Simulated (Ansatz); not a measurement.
Consider the ligand exchange at the Si–Cl bond: `O[Si](O)(F)Cl` + H₂Se → `O[Si](O)(F)[SeH]` + HCl.

Calculated with Ansatz (gas phase, PBE0-D4/def2-TZVP geometries, no zero-point term in ΔE). CCSD(T)/CBS is the MP2 limit (def2-TZVPP, def2-QZVPP) plus CCSD(T) − MP2 in def2-TZVPP, frozen cores. This one scheme is used for every species. For Se outer-core shells are correlated without core-valence functions, which leaves a few kJ/mol of doubt a bond. Scalar relativity is left out up to krypton. One conformer a species, not always the lowest.

`O[Si](O)(F)Cl`:

```xyz
7

O    -0.201   -1.299   -0.344
Si    0.222    0.194    0.118
O    -0.930    1.225   -0.339
F     0.427    0.216    1.689
Cl    1.977    0.804   -0.683
H     0.336   -2.043   -0.065
H    -1.832    0.902   -0.376
```

H₂Se:

Cartesian coordinates in Å:
```
Se -0.444 -0.207 -0.478
H 0.072 -0.791 0.765
H 0.372 0.997 -0.286
```

`O[Si](O)(F)[SeH]`:

Z-matrix (Å, degrees):
```
Si
O 1 1.619
F 1 1.590 2 111.2
O 1 1.628 2 106.4 3 -118.8
Se 1 2.258 2 109.1 3 116.9
H 2 0.959 1 116.9 3 101.1
H 4 0.958 1 118.4 2 -169.1
H 5 1.468 1 91.3 2 -135.5
```

HCl:

Cartesian coordinates in Å:
```
Cl 0.181 0.013 -0.613
H -0.181 -0.013 0.613
```

| level | ΔE (kJ/mol) |
| --- | --- |
| CCSD(T)/def2-TZVPP | 42.5 |
| CCSD/CBS(def2) | 42.3 |

Task: What does CCSD(T)/CBS give? (An estimate is asked.)

Result: Computed: +40.6 kJ/mol. The listed levels differ from it by 1.9, 1.7 kJ/mol.

Largest T1 diagnostic among the species: 0.011.

In def2-TZVPP, CCSD(T) changes the Hartree–Fock value by −13.2 kJ/mol (the triples alone add −1.8 kJ/mol) and MP2 by −14.0 kJ/mol. The D4 term adds −3.7 kJ/mol with B3LYP and −2.0 kJ/mol with PBE0; it sums over pairs of atoms, weighted by their polarisabilities, and B3LYP, whose exchange is more repulsive, gets the larger term.

B3LYP here is the variant with VWN-RPA as its local correlation; programs differ in this.
